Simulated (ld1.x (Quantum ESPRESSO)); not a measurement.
Ge (Z = 32): one change to an RRKJ potential, before and after

| Item | Value |
| --- | --- |
| Element | Ge |
| Generator | ld1.x (Quantum ESPRESSO) 7.5 |
| Type | norm-conserving RRKJ (Kleinman–Bylander form) |
| Functional | LDA (PZ) |
| Relativity | scalar-relativistic |
| Frozen core | [Ar] 3d10 |
| Valence charge | 4 |
| Reference configuration | 4s2 4p1.75 (charge +0.25) |
| Partial waves | 4p (bound): rc 1.50 bohr; 4d channel at 0.15 Ry: rc 1.70 bohr; 4s (bound): rc 1.70 bohr |
| Local potential | the s channel |
| Core correction | none |

Change: core correction a·sin(br)/r model core inside 1.04 bohr.

Cutoffs: the cutoffs (Ry, on a coarse ladder) from which the occupation-weighted sum of valence levels, in a spherical-Bessel basis at the reference potential, stays within 10 and 1 mRy of its value at 400 Ry; they do not see the model core or the augmentation charge, which bear on the density cutoff. Errors are all-electron minus pseudo energies relative to the spin-unpolarised reference configuration.

Problem. Predict the effect on cutoff, ghosts and configuration errors.

Solution. The potential gets neither clearly harder nor softer (40 Ry and 55 Ry → 40 Ry and 55 Ry); both files keep a bound ghost (d, p); of the 9 tests that both files solve, the error grows in 3 and shrinks in 4 by more than 15 % and 0.3 meV (median size 31.0 → 3.0 meV). A model core, the more so a compact one, raises the density cutoff, which this test does not measure.

```csv
quantity,base,changed
"cutoff, loose",40 Ry,40 Ry
"cutoff, tight",55 Ry,55 Ry
bound ghosts,"p, d","p, d"
"error for 4s2 4p2, meV [ΔE -1.22 eV]",+0.3,0.0
"error for 4s2 4p1, meV [ΔE 6.41 eV]",+2.1,-4.3
"error for 4s2 4p0, meV [ΔE 22.13 eV]",+31,-41
"error for 4s1 4p0, meV [ΔE 57.35 eV]",+251,-253
"error for 4s2 4p2.3, meV [ΔE -2.15 eV]",+0.9,-0.2
"error for 4s2 4p1.5, meV [ΔE 1.66 eV]",0.0,-0.5
"error for 4s0 4p4, meV [ΔE 15.14 eV]",+59,-33
"error for 4s2 4p1.75 (spin-polarised), meV [ΔE -0.46 eV]",+62,-2.6
"error for 4s2 4p2 (spin-polarised), meV [ΔE -1.79 eV]",+71,-3.0
s: phases at 1.85 bohr within 0.05 rad from the reference energy up to (Ry; the scan ends near 5),4.9,4.9
p: phases at 1.85 bohr within 0.05 rad from the reference energy up to (Ry; the scan ends near 5),to the end of the scan,to the end of the scan
d: phases at 1.85 bohr within 0.05 rad from the reference energy up to (Ry; the scan ends near 5),1.7,1.7
```

 A true bound ghost makes a file unfit for plane-wave use even where its test errors are small: the radial tests pick states by their node count and pass the ghost by.
